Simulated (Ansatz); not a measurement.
Computed with Ansatz on PBE0-D4/def2-TZVP structures; ΔE is electronic, products minus reactants. CBS: MP2 limit from def2 TZ/QZ plus the TZ coupled-cluster correction, frozen cores. Functionals use def2-TZVPP. Elements past krypton have def2 core potentials. For Br, In outer-core shells are correlated without core-valence functions, which leaves a few kJ/mol of doubt a bond. Scalar relativity is left out up to krypton.

Reaction (redistribution): `[F][Al]([Br])[Br]` + `[Br][InH][Br]` → `[F][AlH][Br]` + `[Br][In]([Br])[Br]`

**Question.** Is it downhill or uphill in electronic energy at CCSD(T)/CBS, and by how much? (Estimate.)

**Answer.** The calculation gave: Uphill: ΔE = +0.30 eV.

**Question.** What do these levels give: PBE-D4, r2SCAN0-D4, PBE-QIDH, BHLYP, CAM-B3LYP, MP2/CBS(def2)? (Estimate.)

**Answer.** The calculation gave: PBE-D4 0.31, r2SCAN0-D4 0.35, PBE-QIDH 0.33, BHLYP 0.28, CAM-B3LYP 0.31, MP2/CBS(def2) 0.29 eV.

Largest T1 diagnostic among the species: 0.010.

At CCSD(T), def2-SVP lies −0.05 eV from the extrapolated value and def2-TZVPP +0.02 eV. In def2-TZVPP, CCSD(T) changes the Hartree–Fock value by +0.07 eV (the triples alone add −0.00 eV) and MP2 by +0.07 eV. Leaving LDA and LC-ωPBE aside and taking each functional with its dispersion term where it has one, the values, not all of them listed here, spread over 0.09 eV, from BLYP-D4 to r2SCANh-D4. LDA lies +0.08 eV from PBE without D4.
